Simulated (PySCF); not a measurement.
**Vanadium: a sound run and one with changed settings**

Sound run: V [Ar] 3d3 4s2, V⁺ [Ar] 3d4. Computed with PySCF 2.14 in def2-TZVP (6s4p4d1f, 45 functions), with the non-relativistic Hamiltonian (point nucleus). In the sound run the correlated levels freeze [Ar]. The sound run starts from symmetry-adapted Hartree-Fock orbitals and uses a fine grid where one is needed.

Changed run: basis STO-3G. This setting is unsound on purpose.

```json
{"species": "V", "method": "UHF", "sound run (hartree)": "-942.87233", "changed run (hartree)": "-933.02461", "converged": "yes"}
{"species": "V", "method": "B3LYP", "sound run (hartree)": "-943.91194", "changed run (hartree)": "-933.91624", "converged": "yes"}
{"species": "V", "method": "MP2", "sound run (hartree)": "-942.92103", "changed run (hartree)": "-933.04716", "converged": "yes"}
{"species": "V⁺", "method": "UHF", "sound run (hartree)": "-942.65616", "changed run (hartree)": "-932.74344", "converged": "yes"}
{"species": "V⁺", "method": "B3LYP", "sound run (hartree)": "-943.67203", "changed run (hartree)": "-933.56423", "converged": "yes"}
{"species": "V⁺", "method": "MP2", "sound run (hartree)": "-942.69353", "changed run (hartree)": "-932.74384", "converged": "yes"}
```

Ionisation energy of V:

```csv
method,sound run (eV),changed run (eV)
UHF,5.882,7.651
B3LYP,6.528,9.579
M06-L,6.153,8.484
MP2,6.191,8.254
SCS-MP2,6.633,8.381
```

A minimal basis cannot let orbitals breathe on ionisation and holds almost no correlation.

For comparison, NIST gives 6.746 eV between the lowest levels.
